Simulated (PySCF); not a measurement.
## KS at UHF-SCS-MP2

Computed with UHF-SCS-MP2; K 6-31G(d,p), S 6-31G(d,p); no relativity (PySCF 2.14).

For KS, the state is ²Π (doublet), unpaired electrons π ↑ and the bond length is 5.433 bohr. The harmonic wavenumber is 242 cm⁻¹, the force constant is 0.606 mdyn/Å and the rotational constant Be is 0.1161 cm⁻¹. The anharmonicity ωexe is 0.932 cm⁻¹ and the vibration–rotation constant αe is 0.000717 cm⁻¹. The well depth De to K + S is 2.06 eV and the dissociation energy D0 is 2.04 eV.

Correlated steps freeze 10 core orbitals. Correlated levels converge slowly with the basis: in double zeta they bind strong bonds too weakly, by up to about 1 eV, and carry superposition errors of some tenths. The state is the lowest determinant that a PBE0 search found; another state may lie lower at other levels.
